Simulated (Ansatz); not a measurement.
Nudged elastic band run: CH₃NOSe

The input (input.yaml):

```yaml
crystal:
  periodic: [false, false, false]
  atoms:
    - { symbol: "N", position_ang: [-0.20998, -1.166897, -0.080042] }
    - { symbol: C, position_ang: [0.181921, -0.008761, 0.221857] }
    - { symbol: O, position_ang: [1.036667, 0.204912, 1.225875] }
    - { symbol: Se, position_ang: [-0.24132, 1.705603, -0.546781] }
    - { symbol: H, position_ang: [-0.858533, -1.195999, -0.861871] }
    - { symbol: H, position_ang: [1.233937, -0.670403, 1.596279] }
    - { symbol: H, position_ang: [-1.142692, 1.131546, -1.555307] }
basis:
  gaussian: { orbitals: def2-SVP }
hamiltonian:
  xc: pbe0
  dispersion: d4
neb:
  order_check: false
  images: 5
  f_tol: 0.03
  max_iterations: 50
  initial_path: idpp
  spring: 0.5
  final_atoms:
    - { symbol: "N", position_ang: [-0.38137231, -1.37205662, -0.22340472] }
    - { symbol: C, position_ang: [0.08253874, -0.32017846, 0.27480463] }
    - { symbol: O, position_ang: [0.98453442, -0.36818111, 1.2612898] }
    - { symbol: Se, position_ang: [-0.4067889, 1.53368271, -0.16183108] }
    - { symbol: H, position_ang: [-1.13119836, -1.19861407, -0.88768209] }
    - { symbol: H, position_ang: [1.43861333, 0.48036595, 1.32757588] }
    - { symbol: H, position_ang: [-0.58632692, 1.24498259, -1.59074242] }
```

Command:

```bash
$ ansatz run input.yaml --threads 1 --pin off --max-ram 2048MiB --backend cpu --events-out ev --progress --plain --runs-dir out
```

Output, in part (warnings, iteration lines, the closing report on the highest movable image, with atoms numbered from 0):

```
NEB end point (image 0): max|allowed force component| = 8.091e-3 eV/Å (the criterion of neb.relax_end_points is 1.000e-2)
NEB end point (image 6): max|allowed force component| = 1.047e-2 eV/Å (the criterion of neb.relax_end_points is 1.000e-2)
NEB iter   1: max|band force component| = 2.283e0 eV/Å  barrier→ = 0.7054 eV  barrier← = 0.4440 eV  Δτ_max = 0.1986 Å  (194 SCF iters)
NEB iter   2: max|band force component| = 1.048e0 eV/Å  barrier→ = 0.4675 eV  barrier← = 0.2062 eV  Δτ_max = 0.0933 Å  (169 SCF iters)
NEB iter   3: max|band force component| = 3.839e-1 eV/Å  barrier→ = 0.4038 eV  barrier← = 0.1425 eV  CI = image 4  Δτ_max = 0.1010 Å  (153 SCF iters)
NEB iter   4: max|band force component| = 2.874e-1 eV/Å  barrier→ = 0.4128 eV  barrier← = 0.1514 eV  CI = image 4  Δτ_max = 0.0266 Å  (154 SCF iters)
NEB iter   5: max|band force component| = 1.495e-1 eV/Å  barrier→ = 0.4104 eV  barrier← = 0.1490 eV  CI = image 4  Δτ_max = 0.0118 Å  (157 SCF iters)
NEB iter   6: max|band force component| = 1.041e-1 eV/Å  barrier→ = 0.4094 eV  barrier← = 0.1481 eV  CI = image 4  Δτ_max = 0.0119 Å  (145 SCF iters)
NEB iter   7: max|band force component| = 7.228e-2 eV/Å  barrier→ = 0.4092 eV  barrier← = 0.1478 eV  CI = image 4  Δτ_max = 0.0073 Å  (148 SCF iters)
NEB iter   8: max|band force component| = 4.837e-2 eV/Å  barrier→ = 0.4090 eV  barrier← = 0.1477 eV  CI = image 4  Δτ_max = 0.0055 Å  (122 SCF iters)
NEB iter   9: max|band force component| = 2.816e-2 eV/Å  barrier→ = 0.4090 eV  barrier← = 0.1476 eV  CI = image 4  Δτ_max = 0.0000 Å  (265 SCF iters)
Total energy: -69947.55688600 eV, -2570.5253034035 hartree
Atom 0 at    -0.874826    -0.972294     0.258663 Å, force    -0.007759     0.009725     0.001746 eV/Å
Atom 1 at    -0.017090    -0.063454     0.363005 Å, force     0.027378    -0.008119     0.001427 eV/Å
Atom 2 at     0.750728     0.070327     1.469514 Å, force    -0.005551    -0.003466    -0.000640 eV/Å
Atom 3 at     0.410990     1.375242    -0.864511 Å, force    -0.013472    -0.008897    -0.000174 eV/Å
Atom 4 at    -1.414798    -0.907309    -0.602886 Å, force    -0.004891    -0.002035    -0.003011 eV/Å
Atom 5 at     1.590101    -0.386563     1.332524 Å, force     0.000354     0.005954     0.002587 eV/Å
Atom 6 at    -0.445105     0.884050    -1.956299 Å, force     0.003942     0.006838    -0.001934 eV/Å
Dipole moment:     0.201603    -0.016000    -0.409444 e Å
```

The forces met the threshold. Another band between the same ends (5 images) ends at a top of the same energy, where a vibrational analysis finds 1 clearly imaginary mode.

Final band (atoms are numbered from 1 in the order of the input):

```csv
image,path coordinate (Å),energy (eV),dihedral N1–C2–O3–H6 (°)
0,0.00,0.00,0
1,0.29,0.05,15
2,0.59,0.20,40
3,0.88,0.35,68
4,1.18,0.41,95
5,1.66,0.32,136
6,2.14,0.26,162
```

Run time: 3.4 min on 1 CPU thread of a shared host.
